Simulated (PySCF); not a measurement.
UHF on Be (beryllium, neutral)

Configuration: [He] 2s1 2p1, high-spin 3P determinant (an excited configuration). Calculation: PySCF 2.14, in cc-pVTZ; no relativity, point nucleus.

| Quantity | Value |
| --- | --- |
| Total energy | -14.513153 hartree |
| One-electron energy | -18.9002 hartree |
| Hartree (Coulomb) energy | 7.1230 hartree |
| Exchange energy | -2.7359 hartree |
| Kinetic energy | 14.50948 hartree |
| ⟨S²⟩ | 2.0000 |
| ⟨L²⟩ | 2.020 |
| Sum of ⟨r⟩ | 6.238 bohr |
| Sum of ⟨r²⟩ | 18.25 bohr² |
| Traceless quadrupole moment −½Σ⟨3z² − r²⟩ along its main axis | -4.47 e·bohr² |
| Density at the nucleus (Gaussians lack the cusp) | 33.9 bohr⁻³ |
| Spin density at the nucleus | 0.641 bohr⁻³ |
| Langevin diamagnetic susceptibility | -14.5 ×10⁻⁶ cm³/mol |

```tsv
shell	electrons	mean orbital energy (hartree)	rms radius, mean of both spins (bohr)
1s α	1	-4.76143	0.484
1s β	1	-4.72360	0.484
2s α	1	-0.39583	2.77
2p α	1	-0.24521	3.18
```

Spin-orbit constants ζ (cm⁻¹) from the X2C one-electron operator on these orbitals (non-relativistic here): bare nucleus, nucleus screened by l(l+1)(2l+1)/3 electrons, and screened by the Breit-Pauli mean field of the electrons.

```
shell   bare  screened nucleus  mean field
   2p  6.790             3.395       2.064
```

To first order the Landé constant is A = 1.032 cm⁻¹, so the lowest level has J = 0 and lies 0.000256 eV below the centre of the term. This holds in LS coupling only.
